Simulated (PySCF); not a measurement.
Species: C2H5ClSi.
SMILES with atom numbers: `[SiH3:1]/[CH:2]=[CH:3]/[Cl:4]` (hydrogens: H5, H6, H7 on Si1; H8 on C2; H9 on C3)

The calculation used PBE0-D3(BJ)/def2-TZVP geometry optimisation, gas phase in PySCF.

Q: What internal coordinates does the optimisation give?

A: 
| bond | length (bohr) |
| --- | --- |
| Si1–C2 | 3.511 |
| C2=C3 | 2.505 |
| C3–Cl4 | 3.257 |
| Si1–H5, Si1–H6, Si1–H7 | 2.809 |
| C2–H8 | 2.054 |
| C3–H9 | 2.048 |

Bonds in one row agree within 0.02 bohr and their mean is given. A selection of angles:
| angle | degrees |
| --- | --- |
| C2–Si1–H5 | 110.5 |
| C2–Si1–H7 | 108.6 |
| H5–Si1–H6 | 108.0 |
| H5–Si1–H7 | 109.6 |
| Si1–C2–C3 | 121.3 |
| Si1–C2–H8 | 120.3 |
| C3–C2–H8 | 118.4 |
| C2–C3–Cl4 | 124.0 |
| C2–C3–H9 | 123.9 |
| Cl4–C3–H9 | 112.1 |

Dihedral angles: Si1–C2–C3–Cl4 180° (antiperiplanar).

The 4 heavy atoms lie in one plane (0.000 Å rms). Si1 (SiH3 silicon) is tetrahedral (angles from 108.0° to 110.5°).

Point group: Cs (tolerance 0.08 Å). PBE0-D3(BJ)/def2-TZVP frequencies: not computed here.
